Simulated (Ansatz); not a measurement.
Gas-phase electronic energies from Ansatz, PBE0-D4/def2-TZVP geometries. CCSD(T)/CBS is the MP2 limit (def2-TZVPP, def2-QZVPP) plus CCSD(T) − MP2 in def2-TZVPP, frozen cores. This one scheme is used for every species. Functionals use def2-TZVPP. def2 core potentials past Kr. For Sn outer-core shells are correlated without core-valence functions, which leaves a few kJ/mol of doubt a bond.

Reaction (ligand exchange at the Sn–C bond): `N#[C][Sn]([Cl])([Cl])[Cl]` + H–F → `[F][Sn]([Cl])([Cl])[Cl]` + `C#N`

`N#[C][Sn]([Cl])([Cl])[Cl]`:

Cartesian coordinates in Å:
```
N 2.153 -0.402 1.616
C 1.243 -0.229 0.931
Sn -0.409 0.077 -0.308
Cl -2.242 0.483 0.991
Cl -0.745 -1.796 -1.568
Cl 0.000 1.868 -1.663
```

H–F:

Z-matrix (Å, degrees):
```
F
H 1 0.920
```

`[F][Sn]([Cl])([Cl])[Cl]`:

```xyz
5

F    -1.581    1.079   -0.171
Sn   -0.024    0.017   -0.003
Cl    0.112   -1.290   -1.865
Cl    1.753    1.434    0.155
Cl   -0.260   -1.240    1.884
```

`C#N`:

Z-matrix (Å, degrees):
```
C
N 1 1.146
H 1 1.069 2 180.0
```

```tsv
level	ΔE (kJ/mol)
B2PLYP	-47.4
PBE-QIDH	-36.0
BLYP	-60.8
MP2/CBS(def2)	-34.0
```

Q: What does CCSD(T)/CBS give? (Estimate.)

A: Ansatz gave: -38.8 kJ/mol. The listed levels differ from it by -8.6, 2.8, -22.0, 4.8 kJ/mol.

Largest T1 diagnostic among the species: 0.014.

From BLYP to BHLYP (50 % exact exchange), in def2-TZVPP and without D4, ΔE moves by +8.9 kJ/mol. In def2-TZVPP, CCSD(T) changes the Hartree–Fock value by +18.6 kJ/mol (the triples alone add +1.9 kJ/mol) and MP2 by +23.4 kJ/mol.
